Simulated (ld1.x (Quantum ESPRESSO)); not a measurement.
**Sn: variants of one TM potential**

Base potential:

| Property | Result |
| --- | --- |
| Element | Sn (Z = 50) |
| Generator | ld1.x (Quantum ESPRESSO) 7.5 |
| Type | norm-conserving Troullier–Martins (Kleinman–Bylander form) |
| Functional | PBEsol |
| Relativity | scalar-relativistic |
| Frozen core | [Kr] 4d10 |
| Valence charge | 4 |
| Reference configuration | 5s1 5p3 |
| Partial waves | 5p (bound): rc 1.95 bohr; 5d channel at 0.05 Ry: rc 1.95 bohr; 5s (bound): rc 1.85 bohr |
| Local potential | the s channel |
| Core correction | none |

Cutoffs, loose and tight: the cutoffs (Ry, on a coarse ladder) from which the occupation-weighted sum of valence levels, in a spherical-Bessel basis at the reference potential, stays within 10 and 1 mRy of its value at 400 Ry. They do not see the model core or the augmentation charge, which bear on the density cutoff. Test errors are all-electron minus pseudo excitation energies from the reference, over the configurations 5s2 5p2; 5s2 5p1; 5s2 5p0; 5s1 5p2; 5s0 5p4; 5s2 5p2.3; 5s1 5p0. A dash means not determined; rows that change the core or the reference have their own tests. The largest error is taken over the tests solved by every variant that gives reliable tests at all: 5s1 5p2; 5s2 5p1; 5s2 5p2; 5s2 5p2.3.

A true bound ghost makes a file unfit for plane-wave use even where its test errors are small: the radial tests pick states by their node count and pass the ghost by.

| change | outcome | cutoff, loose | cutoff, tight | bound ghosts | largest test error (meV) |
| --- | --- | --- | --- | --- | --- |
| base | generated | 25 Ry | 45 Ry | d | +13 |
| wave 5s (bound): rc 1.85 bohr becomes 5s (bound): rc 1.48 bohr | generated | 35 Ry | 110 Ry | p, d | +21 |
| wave 5s (bound): rc 1.85 bohr becomes 5s (bound): rc 1.70 bohr | generated | 25 Ry | 50 Ry | d | +13 |
| wave 5s (bound): rc 1.85 bohr becomes 5s (bound): rc 1.82 bohr | generated | 25 Ry | 50 Ry | d | +13 |
| wave 5s (bound): rc 1.85 bohr becomes 5s (bound): rc 2.12 bohr | generated | 25 Ry | 45 Ry | d | +13 |
| wave 5s (bound): rc 1.85 bohr becomes 5s (bound): rc 2.34 bohr | generated | 25 Ry | 45 Ry | d | +11 |
| wave 5s (bound): rc 1.85 bohr becomes 5s (bound): rc 2.80 bohr | generated | 21 Ry | 45 Ry | d | -6.1 |

**Question.** What comes out with this change to the base: wave 5s (bound): rc 1.85 bohr becomes 5s (bound): rc 2.60 bohr?

**Answer.** outcome: generated; cutoff, loose: 21 Ry; cutoff, tight: 45 Ry; bound ghosts: d; largest test error (meV): +6.7.

**Question.** What comes out with this change to the base: wave 5s (bound): rc 1.85 bohr becomes 5s (bound): rc 1.16 bohr?

**Answer.** outcome: generated; cutoff, loose: 160 Ry; cutoff, tight: over 300 Ry; bound ghosts: p, d, s (extra level of the local part); largest test error (meV): +114.

Reading the sweep of the s radius (base included, trends over the rows without a ghost): Bound ghosts are found at 1.16, 1.48, 1.7, 1.82, 1.85, 2.12, 2.34, 2.6, 2.8 bohr. Every judged row has one, so this setting neither creates nor removes them.
